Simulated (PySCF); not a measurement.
## From computed data to an observable: chemical shift, span and skew from a shielding tensor

AlF2GeH3, SMILES [F][Al]([F])[GeH3]. Atoms are numbered in the order given.

```xyz
7

Al     0.5194    -0.5744     0.7544
F      2.1289    -0.9574     0.6308
F     -0.2651    -1.1377     2.1037
Ge    -0.6492     0.7280    -0.9511
H     -1.5309     1.8066    -0.2973
H      0.3451     1.4101    -1.9054
H     -1.5662    -0.1900    -1.7809
```
Charge 0, spin multiplicity 1.

Geometry optimised at PBE0-D3(BJ)/def2-SVP.

GIAO shieldings from B3LYP/pcSseg-1 (PySCF), non-relativistic, no solvent. The symmetric part of the tensor of F2 has the principal values 180.1, 271.0, 428.1 ppm. The same nucleus in CFCl3 has σ = 161.7 ppm at this level (PySCF, at its B3LYP-D3(BJ)/def2-TZVP geometry).

### Question
Work out the isotropic shielding, the ¹⁹F shift against CFCl3, the span and the skew.

### Answer

σ(iso) = (σ11 + σ22 + σ33)/3 = 293.1 ppm. δ = σ(ref) − σ(iso) = 161.7 − (293.1) = -131.4 ppm.
Span Ω = σ33 − σ11 = 248.0 ppm. Skew κ = 3(σ(iso) − σ22)/Ω = 0.27. Tumbling in solution averages the tensor to δ; in a static solid the shielding alone would spread this spin-1/2 line over Ω.
